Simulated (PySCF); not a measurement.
## Löwdin shares of the frontier orbitals

Species: C₄H₈ClFSi₂.
Numbering: `[CH2:1]=[CH:2][Si@@:3]1([Cl:4])[CH2:5][SiH2:6][C@@H:7]1[F:8]` (hydrogens: H9, H10 on C1; H11 on C2; H12, H13 on C5; H14, H15 on Si6; H16 on C7)

Geometry (GFN2-xTB, Å), atoms numbered from 1 in this order:
```xyz
16
C4H8ClFSi2 angstrom
C      3.0156   -0.3165   -0.5866
C      1.7305   -0.1289   -0.8459
Si     0.3716   -0.0710    0.4537
Cl     1.1134   -0.3840    2.3013
C     -0.8234    1.4331    0.3550
Si    -2.3834    0.3360    0.1331
C     -1.1744   -1.1774    0.0381
F     -1.4482   -2.2023    0.9398
H      3.7654   -0.3438   -1.3621
H      3.3726   -0.4527    0.4211
H      1.4232    0.0023   -1.8759
H     -0.8370    2.0604    1.2422
H     -0.6259    2.0961   -0.4830
H     -3.1288    0.5570   -1.1056
H     -3.2524    0.2685    1.3014
H     -1.1264   -1.6680   -0.9380
```

Computed, not measured: TDDFT CAM-B3LYP/def2-SVPD, vertical, gas phase, core orbitals frozen in the response (PySCF 2.14.0, density-fitted response routines).

Kohn–Sham orbitals with the atoms that hold most of them (Löwdin shares over 4%, at most four atoms; ? is withheld):

```tsv
orbital	ε (eV)	atoms
HOMO-3	-10.09	C2 27%, C1 22%, Cl4 20%, Si3 8%
HOMO-2	-9.80	C5 23%, C7 20%, F8 17%, Si6 14%
HOMO-1	-9.42	C5 25%, C2 15%, Si3 12%, C1 11%
HOMO	?	?
LUMO	0.13	?
LUMO+1	0.60	Si3 18%, Cl4 16%, C7 14%, Si6 11%
LUMO+2	1.10	Si6 23%, Si3 9%, C5 9%, C2 8%
```

Q: Give the leading atoms of the LUMO.

A: C1 (bonded to C and 2 H) 27%; C2 (bonded to C, Si and H) 21%; Si3 (bonded to 3 C and Cl) 10%; Si6 (bonded to 2 C and 2 H) 8%. By element: carbon 48% or more, silicon 18%.

Q: Which atoms hold the HOMO, and with what shares?

A: C7 (bonded to F, 2 Si and H) 30%; F8 (bonded to C) 18%; Si3 (bonded to 3 C and Cl) 11%; Si6 (bonded to 2 C and 2 H) 11%. By element: carbon 30% or more, silicon 22%, fluorine 18%.

Q: What is the HOMO energy, and the HOMO–LUMO gap?

A: ε(HOMO) = -8.86 eV; the gap is 8.99 eV (0.3305 hartree).

Q: The HOMO–LUMO gap is 8.99 eV. Where does the response calculation put the lowest singlet, and from which orbitals?

A: S1 is at 5.80 eV (f = 0.024), 3.20 eV below the gap, made of HOMO→LUMO+1 (62%), HOMO→LUMO (23%). Its leading pair isn't HOMO and LUMO; the energies of that pair differ by 9.47 eV. 

Next come S2 at 6.05 eV (f 0.030), HOMO→LUMO (45%), HOMO→LUMO+1 (22%), HOMO-1→LUMO (19%); S3 at 6.58 eV (f 0.096), HOMO-1→LUMO+1 (36%), HOMO-1→LUMO (28%), HOMO-2→LUMO+1 (15%); S4 at 6.66 eV (f 0.338), HOMO-1→LUMO (37%), HOMO-1→LUMO+1 (21%), HOMO→LUMO (18%); S5 at 6.87 eV (f 0.0046), HOMO-2→LUMO+1 (45%), HOMO-1→LUMO+1 (27%), HOMO-2→LUMO (10%).

Löwdin shares depend on the basis, the more so with diffuse functions.

One conformer stands for the species.
